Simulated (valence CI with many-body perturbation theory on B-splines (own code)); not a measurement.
**Forbidden lines of Nd55+**

Computed by relativistic CI+MBPT: three valence electrons over a frozen Dirac-Fock core [He], a basis of 11 s, 11 p, 9 d, 7 f, 5 g, 2 h, 1 i functions for each j, with the one-electron correlation potential Σ1 (screened to all orders), the two-electron term Σ2, the three-electron term Σ3, Breit, model QED; selected single and double excitations, second order for the rest (own B-spline code, finite nucleus).

No measured spectrum was set against this ion. As an estimate, large intervals hold to a few tenths of a per cent, small ones and those within an open d or f shell to about a per cent.

Lines 1 to 28 of 28 in falling wavelength, among levels below 575.50 Ry, chosen from the decays that carry over 1 % of a level's rate. Wavelengths and rates use the calculated energies. Electric multipoles are in the length gauge, E1 and E2 with the static RPA response of the core. Weak lines are less certain than strong ones. Lines between different terms over intervals too small for the method are left out, as are lines whose strength nearly cancels. The highest levels of a list are the least certain.

Levels are named by their leading jj configuration (3d3/2^4 stands for four electrons in 3d with j = 3/2), which in mixed levels can hold well under half, so a name can repeat and another be missing. Letters in brackets count levels of one name in rising energy.

```
λ vac (Å)                          Upper                       Lower  Type   A (s⁻¹)  Branch %
    24.21     (2s 2p1/2 2p3/2) J=3/2 [a]          (2s 2p1/2^2) J=1/2    M1  8.58e+08       7.5
    23.19         (2s 2p3/2 3d5/2) J=9/2      (2s 2p1/2 3d5/2) J=7/2    M1  8.24e+08       2.5
    21.74             (2s^2 2p3/2) J=3/2          (2s^2 2p1/2) J=1/2    M1  8.47e+08      25.9
    2.045             (2s^2 3p1/2) J=1/2          (2s^2 2p3/2) J=3/2    E2  8.47e+11      19.6
    2.028         (2s 2p3/2 3p3/2) J=7/2          (2s 2p3/2^2) J=3/2    E2  2.28e+10       2.1
    2.000         (2s 2p3/2 3p3/2) J=7/2          (2s 2p3/2^2) J=5/2    E2  2.77e+11      25.8
    1.996     (2s 2p3/2 3p3/2) J=1/2 [b]          (2s 2p3/2^2) J=3/2    E2  4.83e+11       7.7
    1.995         (2s 2p1/2 3p3/2) J=5/2      (2s 2p1/2 2p3/2) J=5/2    E2  2.32e+11       1.5
    1.989             (2s^2 3p3/2) J=3/2          (2s^2 2p3/2) J=3/2    E2  4.16e+11       4.4
    1.972         (2s 2p3/2 3d5/2) J=9/2          (2s 2p3/2^2) J=5/2    M2  1.52e+10      46.4
    1.972         (2s 2p3/2 3d5/2) J=9/2          (2s 2p3/2^2) J=5/2    E3  8.53e+08       2.6
    1.970     (2s 2p3/2 3p3/2) J=1/2 [b]          (2s 2p3/2^2) J=5/2    E2  1.71e+11       2.7
    1.836         (2s 2p3/2 3p3/2) J=7/2      (2s 2p1/2 2p3/2) J=5/2    E2  2.24e+11      20.9
    1.833         (2s 2p1/2 3p3/2) J=5/2          (2s 2p1/2^2) J=1/2    E2  4.62e+11       3.0
    1.827         (2s 2p3/2 3p3/2) J=7/2  (2s 2p1/2 2p3/2) J=3/2 [a]    E2  3.43e+11      31.9
    1.826     (2s 2p3/2 3p3/2) J=1/2 [b]  (2s 2p1/2 2p3/2) J=3/2 [b]    E2  4.87e+11       7.8
    1.823             (2s^2 3p3/2) J=3/2          (2s^2 2p1/2) J=1/2    E2  4.97e+11       5.3
    1.812         (2s 2p3/2 3d5/2) J=9/2      (2s 2p1/2 2p3/2) J=5/2    M2  4.35e+09      13.3
    1.812         (2s 2p3/2 3d5/2) J=9/2      (2s 2p1/2 2p3/2) J=5/2    E3  7.78e+08       2.4
    1.803         (2s 2p3/2 3d5/2) J=9/2  (2s 2p1/2 2p3/2) J=3/2 [a]    E3  1.47e+09       4.5
    1.780      (2p1/2 2p3/2 3d3/2) J=7/2  (2s 2p1/2 2p3/2) J=3/2 [b]    E2  9.18e+11      13.5
    1.769          (2p1/2^2 3d3/2) J=3/2          (2s 2p1/2^2) J=1/2    E2  2.38e+12       1.9
    1.766      (2p1/2 2p3/2 3d3/2) J=7/2      (2s 2p1/2 2p3/2) J=5/2    E2  1.19e+12      17.5
    1.761  (2p1/2 2p3/2 3d3/2) J=5/2 [a]  (2s 2p1/2 2p3/2) J=3/2 [a]    E2  1.14e+12       1.5
    1.760  (2p1/2 2p3/2 3d3/2) J=1/2 [a]  (2s 2p1/2 2p3/2) J=3/2 [a]    E2  2.18e+12       2.0
    1.757      (2p1/2 2p3/2 3d3/2) J=7/2  (2s 2p1/2 2p3/2) J=3/2 [a]    E2  2.89e+11       4.2
    1.755      (2p1/2 2p3/2 3d5/2) J=9/2      (2s 2p1/2 2p3/2) J=5/2    E2  2.49e+12      72.4
    1.750  (2p1/2 2p3/2 3d5/2) J=7/2 [a]  (2s 2p1/2 2p3/2) J=3/2 [a]    E2  2.17e+12       9.0
```
